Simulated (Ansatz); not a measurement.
The same path of CH5AlBN (9 atoms, charge 0, multiplicity 1) was run 3 times with different band settings. The coordinate that changes most is the dihedral H6–B1–N2–C3.

All numbers below come from RKS PBE0-D4/def2-SVP in Ansatz 0.2.0.

Relaxed end points:

```xyz
9
Properties=species:S:1:pos:R:3
B -0.304 1.096 -1.114
N -0.191 0.250 -0.011
C 0.702 -0.966 0.144
Al -0.436 -0.466 1.599
H 0.364 0.898 -2.111
H -1.077 2.032 -1.062
H 0.465 -1.792 -0.544
H 1.779 -0.743 0.121
H -1.214 -0.356 2.960
```

```xyz
9
Properties=species:S:1:pos:R:3
B -0.304 1.096 -1.113
N -0.193 0.249 -0.011
C 0.701 -0.966 0.143
Al -0.436 -0.467 1.600
H -1.078 2.031 -1.063
H 0.366 0.899 -2.109
H 0.467 -1.792 -0.545
H 1.778 -0.741 0.122
H -1.214 -0.355 2.961
```

Common settings: optimiser quadratic models (default); start path through a guess of the saddle point; force threshold 0.05 eV/Å; end points relaxed.

| run | movable images | climbing image | spring | iteration limit |
| --- | --- | --- | --- | --- |
| 1 | 5 | yes | 5.0 eV/Å² | 26 |
| 2 | 5 | yes | 0.1 eV/Å² | 29 |
| 3 | 4 | no | 5.0 eV/Å² | 30 |

(1) What does each run give, and how far can it be trusted?

## Answers

(1) Run 1: converged after 26 iterations, highest image 0.749 eV above the first end. A vibrational analysis at the climbing image gives one clearly imaginary mode, 256i cm⁻¹: a first-order saddle point.
Run 2: converged after 25 iterations, highest image 0.749 eV above the first end. Another band between the same ends (5 images) ends at a top of the same energy, where a vibrational analysis finds 1 clearly imaginary mode.
Run 3: converged after 15 iterations, highest image 0.662 eV above the first end. No image climbed, so the highest image needn't sit at the top of the path.
